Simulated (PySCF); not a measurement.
# Excitation energy of Ar⁺ by level of theory

Ar⁺ [Ne] 3s2 3p5 (2P) → Ar⁺ [Ne] 3s2 3p4 4s1 (4P), as a difference of total energies. Computed with PySCF 2.14 in aug-cc-pVQZ-DK, with the spin-free X2C one-electron Hamiltonian (Gaussian nucleus). Correlated levels: valence: [Ne] frozen. The calculations carry no spin-orbit coupling.

Problem. Order these methods by the excitation energy they give, lowest first.
A. MP2 (valence)
B. SCS-MP2 (valence)
C. ROHF
D. r2SCAN

Solution. C (15.912 eV), A (16.571 eV), B (16.715 eV), D (16.881 eV).

Errors of the correlated levels include the incompleteness of this basis and the frozen core.

The promoted electron is Rydberg-like, and one or two diffuse shells describe it only roughly, which tends to raise the upper state.

For comparison: 16.648 eV (measured; NIST levels, between the centres of gravity of the two terms).
